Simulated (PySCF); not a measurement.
# A search over the determinants of CsBi⁺

Unrestricted PBE0; Cs def2-SVPD with ECP46, Bi def2-SVPD with ECP60; scalar-relativistic core potentials (PySCF 2.14). Outer shells of the fragments: Cs+ closed shells only; Bi 5d10 6s2 6p3.

Followed along the bond (rough minima from three points):

```json
{"2Ms+1": "4", "unpaired": "σ ↑, π ↑↑", "⟨S²⟩ at the start": "3.75", "R at minimum (Å)": "4.31", "Te (eV)": "0.00"}
{"2Ms+1": "2", "unpaired": "σ ↓, π ↑↑", "⟨S²⟩ at the start": "1.76", "R at minimum (Å)": "4.32", "Te (eV)": "0.65"}
{"2Ms+1": "2", "unpaired": "σ ↑, π ↑↓", "⟨S²⟩ at the start": "1.76", "R at minimum (Å)": "4.31", "Te (eV)": "0.66"}
{"2Ms+1": "2", "unpaired": "π ↑", "⟨S²⟩ at the start": "0.75", "R at minimum (Å)": "4.19", "Te (eV)": "1.22"}
{"2Ms+1": "2", "unpaired": "σ ↑", "⟨S²⟩ at the start": "0.75", "R at minimum (Å)": "4.27", "Te (eV)": "1.58"}
```

Solutions found at the starting distance of 3.765 Å, counted from the lowest of them; the search is not exhaustive and high or unbound solutions are not listed, so other states can lie among these:

```tsv
2Ms+1	unpaired	term	E (eV)	⟨S²⟩	⟨Lz²⟩	μ (D)
4	σ ↑, π ↑↑	⁴Σ⁻	0.00	3.75	0.00	-8.75
2	σ ↓, π ↑↑	mixed	0.66	1.76	0.00	-8.66
2	σ ↑, π ↑↓	mixed	0.66	1.76	2.01	-8.68
2	π ↑	²Π	1.25	0.75	1.00	-7.86
2	σ ↑	mixed	1.57	0.75	2.00	-8.55
2	π ↑	²Π	1.88	0.75	1.01	-9.15
4	σ ↑↑, π ↑	⁴Π	5.12	3.75	1.01	0.01
4	σ ↑, π ↑↑	mixed	6.24	3.75	2.00	-1.79
4	π ↑↑↑	⁴Π	6.36	3.75	1.00	-1.97
4	π ↑↑, δ ↑	⁴Δ	7.00	3.75	4.00	1.07
```

A term symbol is given only where ⟨S²⟩ and ⟨Lz²⟩ are close to those of a pure state; real π, δ and φ orbitals otherwise mix terms. A positive dipole points towards Bi; it is taken about the centre of mass and depends on that origin.

These are scalar-relativistic numbers at best; spin–orbit coupling would shift them, the dissociation energy most.
